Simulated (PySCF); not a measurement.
PySCF input file for W(O)2(F)(OMe) (CH₃FO₃W), SMILES [O]=[W]([F])(=[O])[O]C, multiplicity 1, TDA-PBE/def2-SVPD. The structure is a stationary point at B3LYP-D3(BJ)/def2-SVP. The multiplicity is an assumed one; no other spin state was optimised. The structure was generated by enumeration; whether it is a known compound was not checked. The def2 effective core potentials stand for the cores of W; spin–orbit coupling is left out. One conformer was computed; it need not be the lowest.

```python
import numpy as np
from pyscf import gto, scf, dft, tdscf

mol = gto.M(
    atom='''
    W     0.02361565   -0.24551440   -0.00000000
    O     1.01967257   -0.50121136    1.37006034
    O     1.01967252   -0.50121136   -1.37006036
    F    -1.41815956   -1.45106931    0.00000002
    O    -0.53643194    1.52737898    0.00000001
    C    -0.14374960    2.88404002    0.00000000
    H    -1.04912436    3.50939732    0.00000002
    H     0.45209735    3.10720094    0.89986043
    H     0.45209732    3.10720095   -0.89986044
    ''',
    basis='def2-SVPD',
    ecp={'W': 'def2-svp'},
    charge=0,
    spin=0,
    symmetry=True,
    max_memory=1600,
    verbose=4,
)
mf = dft.RKS(mol, xc='pbe').density_fit(auxbasis='def2-universal-jkfit')
mf.grids.level = 3
mf.conv_tol = 1e-9
mf.max_cycle = 100
mf.kernel()
mf.grids = dft.Grids(mol).set(level=1).build(with_non0tab=True)  # coarser grid for the response kernel
td = tdscf.TDA(mf)
td.singlet = True
td.nstates = 10
td.conv_tol = 1e-4
td.positive_eig_threshold = 1e-6
td.kernel(x0=td.get_init_guess(mf, 15))
td.analyze()
tt = tdscf.TDA(mf)
tt.singlet = False
tt.nstates = 4
tt.conv_tol = 1e-4
tt.positive_eig_threshold = 1e-6
tt.kernel(x0=tt.get_init_guess(mf, 9))
tt.analyze(verbose=3)
```

Log of the run:

```
PySCF version 2.14.0

[INPUT] verbose = 4
[INPUT] num. atoms = 9
[INPUT] num. electrons = 56
[INPUT] charge = 0
[INPUT] spin (= nelec alpha-beta = 2S) = 0
[INPUT] symmetry True subgroup None
[INPUT] Mole.unit = angstrom
[INPUT] Symbol           X                Y                Z      unit          X                Y                Z       unit  Magmom
[INPUT]  1 W      0.023615650000  -0.245514400000   0.000000000000 AA    0.044627110754  -0.463954975637   0.000000000000 Bohr   0.0
[INPUT]  2 O      1.019672570000  -0.501211360000   1.370060340000 AA    1.926901894031  -0.947152200921   2.589038816728 Bohr   0.0
[INPUT]  3 O      1.019672520000  -0.501211360000  -1.370060360000 AA    1.926901799545  -0.947152200921  -2.589038854523 Bohr   0.0
[INPUT]  4 F     -1.418159560000  -1.451069310000   0.000000020000 AA   -2.679933169334  -2.742123583662   0.000000037795 Bohr   0.0
[INPUT]  5 O     -0.536431940000   1.527378980000   0.000000010000 AA   -1.013709451069   2.886327960618   0.000000018897 Bohr   0.0
[INPUT]  6 C     -0.143749600000   2.884040020000   0.000000000000 AA   -0.271647374516   5.450045770085   0.000000000000 Bohr   0.0
[INPUT]  7 H     -1.049124360000   3.509397320000   0.000000020000 AA   -1.982557711010   6.631799797083   0.000000037795 Bohr   0.0
[INPUT]  8 H      0.452097350000   3.107200940000   0.899860430000 AA    0.854340173142   5.871758790591   1.700489763033 Bohr   0.0
[INPUT]  9 H      0.452097320000   3.107200950000  -0.899860440000 AA    0.854340116450   5.871758809488  -1.700489781931 Bohr   0.0

nuclear repulsion = 292.821050526198
point group symmetry = Cs
symmetry origin: [-4.88722260e-10  3.25814808e-10  1.79198166e-09]
symmetry axis x: [ 1.00000000e+00 -6.98427815e-11  1.24899379e-08]
symmetry axis y: [-6.98427853e-11 -1.00000000e+00  2.98951229e-10]
symmetry axis z: [ 1.24899379e-08 -2.98951201e-10 -1.00000000e+00]
num. orbitals of irrep A' = 107
num. orbitals of irrep A" = 64
number of shells = 69
number of NR pGTOs = 252
number of NR cGTOs = 171
basis = def2-SVPD
ecp = {'W': 'def2-svp'}


[settings echo left out]
init E= -419.81752833909
HOMO (A") = -0.524163378068423  LUMO (A') = -0.328394412111521  gap/eV = 5.32714
cycle= 1 E= -431.486562299091  delta_E= -11.7  |g|= 1.83  |ddm|= 7.77
HOMO (A') = -0.0604957577107506  LUMO (A") = -0.0299624113496644  gap/eV = 0.83085
cycle= 2 E= -419.649087764629  delta_E= 11.8  |g|= 6.39  |ddm|= 10.2
HOMO (A') = -0.173089271626889  LUMO (A') = -0.0343803803293918  gap/eV = 3.77446
cycle= 3 E= -431.350263029723  delta_E= -11.7  |g|= 1.98  |ddm|= 9.83
HOMO (A") = -0.242968090453835  LUMO (A') = -0.0767842143478177  gap/eV = 4.52209
cycle= 4 E= -432.049796618347  delta_E= -0.7  |g|= 0.706  |ddm|= 1.76
HOMO (A") = -0.300776528260542  LUMO (A') = -0.134813969714685  gap/eV = 4.51607
cycle= 5 E= -432.134126185471  delta_E= -0.0843  |g|= 0.249  |ddm|= 0.722
HOMO (A") = -0.275814145785202  LUMO (A') = -0.103739478288578  gap/eV = 4.68239
cycle= 6 E= -432.145538917429  delta_E= -0.0114  |g|= 0.122  |ddm|= 0.304
HOMO (A") = -0.275571745347642  LUMO (A') = -0.102055593979109  gap/eV = 4.72161
cycle= 7 E= -432.148079363657  delta_E= -0.00254  |g|= 0.047  |ddm|= 0.113
HOMO (A") = -0.279756453955055  LUMO (A') = -0.106019888308847  gap/eV = 4.72761
cycle= 8 E= -432.148504237428  delta_E= -0.000425  |g|= 0.0109  |ddm|= 0.041
HOMO (A") = -0.279314948199267  LUMO (A') = -0.105713701478248  gap/eV = 4.72393
cycle= 9 E= -432.148530050297  delta_E= -2.58e-05  |g|= 0.00431  |ddm|= 0.00894
HOMO (A") = -0.279103845773292  LUMO (A') = -0.105653343096868  gap/eV = 4.71983
cycle= 10 E= -432.148533610774  delta_E= -3.56e-06  |g|= 0.0014  |ddm|= 0.00314
HOMO (A") = -0.278970116529588  LUMO (A') = -0.105677790143787  gap/eV = 4.71552
cycle= 11 E= -432.148533537277  delta_E= 7.35e-08  |g|= 0.00151  |ddm|= 0.00216
HOMO (A") = -0.279050705679926  LUMO (A') = -0.105668661817862  gap/eV = 4.71797
cycle= 12 E= -432.148534019908  delta_E= -4.83e-07  |g|= 5.65e-05  |ddm|= 0.00114
HOMO (A") = -0.279048905715405  LUMO (A') = -0.105664532013222  gap/eV = 4.71803
cycle= 13 E= -432.148534020509  delta_E= -6.01e-10  |g|= 1.85e-05  |ddm|= 6.48e-05
HOMO (A") = -0.27904589369672  LUMO (A') = -0.105665673190597  gap/eV = 4.71792
Extra cycle  E= -432.148534019841  delta_E= 6.68e-10  |g|= 6.13e-05  |ddm|= 5.49e-05
converged SCF energy = -432.148534019841
tot grids = 42376
Overwritten attributes  positive_eig_threshold  of <class 'pyscf.tdscf.rks.TDA'>


******** <class 'pyscf.tdscf.rks.TDA'> for <class 'pyscf.df.df_jk.DFSymAdaptedRKS'> ********
nstates = 10 singlet
deg_eia_thresh = 1.000e-03
wfnsym = None
conv_tol = 0.0001
eigh lindep = 1e-12
eigh level_shift = 0
eigh max_cycle = 100


Excitation energies (eV)
[5.00454788 5.14984455 5.22230641 5.58428806 5.87525507 5.91505699
 5.9605158  6.2281632  6.31429042 6.32156422]

** Singlet excitation energies and oscillator strengths **
Excited State   1:   A"      5.00455 eV    247.74 nm  f=0.0073
      25 -> 30       -0.11277
      27 -> 29       -0.14344
      28 -> 29        0.66355
Excited State   2:   A"      5.14984 eV    240.75 nm  f=0.0004
      27 -> 29        0.68992
      28 -> 29        0.12970
Excited State   3:   A'      5.22231 eV    237.41 nm  f=0.0016
      28 -> 30       -0.69947
Excited State   4:   A'      5.58429 eV    222.02 nm  f=0.0003
      26 -> 29       -0.47300
      27 -> 30       -0.52241
Excited State   5:   A"      5.87526 eV    211.03 nm  f=0.0002
      26 -> 30        0.18418
      28 -> 31       -0.68057
Excited State   6:   A'      5.91506 eV    209.61 nm  f=0.0023
      25 -> 29        0.63568
      26 -> 29        0.21739
      27 -> 30       -0.19760
Excited State   7:   A"      5.96052 eV    208.01 nm  f=0.0003
      26 -> 30        0.67461
      28 -> 31        0.18138
Excited State   8:   A"      6.22816 eV    199.07 nm  f=0.0000
      25 -> 30        0.22706
      27 -> 31        0.65031
      28 -> 32        0.11068
Excited State   9:   A'      6.31429 eV    196.35 nm  f=0.0746
      24 -> 29       -0.23132
      25 -> 29       -0.26414
      25 -> 31       -0.22192
      26 -> 29        0.37663
      26 -> 31       -0.14308
      27 -> 30       -0.32229
      27 -> 34        0.16161
Excited State  10:   A"      6.32156 eV    196.13 nm  f=0.0067
      25 -> 30       -0.25365
      28 -> 32        0.65518

** Transition electric dipole moments (AU) **
state          X           Y           Z        Dip. S.      Osc.
  1        -0.0000      0.0000     -0.2434      0.0592      0.0073
  2        -0.0000     -0.0000     -0.0551      0.0030      0.0004
  3         0.0093      0.1104      0.0000      0.0123      0.0016
  4        -0.0377     -0.0239     -0.0000      0.0020      0.0003
  5         0.0000      0.0000      0.0339      0.0011      0.0002
  6        -0.1246      0.0072      0.0000      0.0156      0.0023
  7         0.0000     -0.0000     -0.0414      0.0017      0.0003
  8        -0.0000      0.0000     -0.0034      0.0000      0.0000
  9        -0.2543      0.6463      0.0000      0.4824      0.0746
 10        -0.0000      0.0000     -0.2083      0.0434      0.0067

WARN: ECP detected. Skipping calculation of transition velocity and magnetic dipole moments, which have not yet been implemented.



******** <class 'pyscf.tdscf.rks.TDA'> for <class 'pyscf.df.df_jk.DFSymAdaptedRKS'> ********
nstates = 4 triplet
deg_eia_thresh = 1.000e-03
wfnsym = None
conv_tol = 0.0001
eigh lindep = 1e-12
eigh level_shift = 0
eigh max_cycle = 100


Excitation energies (eV)
[4.45480496 4.87677115 4.94355026 5.14886619]

** Triplet excitation energies and oscillator strengths **
Excited State   1:   A"      4.45480 eV    278.32 nm  f=0.0000
Excited State   2:   A'      4.87677 eV    254.23 nm  f=0.0000
Excited State   3:   A"      4.94355 eV    250.80 nm  f=0.0000
Excited State   4:   A'      5.14887 eV    240.80 nm  f=0.0000
```

Self-consistency was reached.
